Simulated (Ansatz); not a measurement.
Basis-set extrapolation for `O[B]O[SiH3]` radical (PBE0-D4/def2-TZVP geometry, frozen core, Ansatz). Multiplicity 2, UHF reference.

```
                      def2-TZVPP   def2-QZVPP
                 HF  -465.845963  -465.864381
    MP2 correlation    -0.667624    -0.721188
CCSD(T) correlation    -0.720212    -0.770129
```

Energies in hartree. Use E(X) = E(∞) + A·exp(−7.88·√X) for Hartree–Fock and E(X) = E(∞) + B·X^(−2.97) for correlation, with X = 3 and 4.

Problem. What is the CCSD(T) energy at the basis-set limit?

Solution. HF limit: -465.864381 + (-0.018418) × 0.13774 = -465.86692. Correlation limit: -0.770129 + (-0.049917) × 0.74074 = -0.80710. Total: -466.67402 hartree, 67.7 kcal/mol below CCSD(T)/def2-TZVPP.
